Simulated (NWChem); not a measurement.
**Total energies of H5Si2**

```
Si
H 1 1.5051
H 1 1.5051 2 108.93
H 1 1.5095 2 108.38 3 -117.72
Si 1 2.3406 2 109.14 4 -123.20
H 5 1.5075 1 114.38 2 -175.44
H 5 1.5075 6 109.94 1 130.28
```
Charge 0, spin multiplicity 2.

Program: NWChem. The geometry was optimised at UPBE/def2-SVP, a minimum by its harmonic frequencies.

Basis set: def2-SVP (61 functions).

```csv
method,total energy (Ha),relative cost
UHF,-580.54216,1
UMP2,-580.73299,under 3
UB2PLYP,-581.47350,under 3
UPBE,-581.42806,under 3
UB3LYP,-581.78735,under 3
UM06-2X,-581.69300,under 3
```

Total energies of different functionals aren't comparable as a measure of quality: only differences taken within one method are. Costs are rough ratios of processor time within this set of runs, SCF included, with UHF as 1.

The correlated methods keep 10 core orbitals frozen. B3LYP has NWChem's definition, with VWN1-RPA local correlation. The structure started from a generated list of species. The unpaired electrons of the parent sit in orbitals of symmetry a' (Cs labels of the run); other states weren't searched. No SCF solution was tested for a lower state. Open-shell Hartree-Fock references start from PBE0 orbitals; any time given for them includes that run.
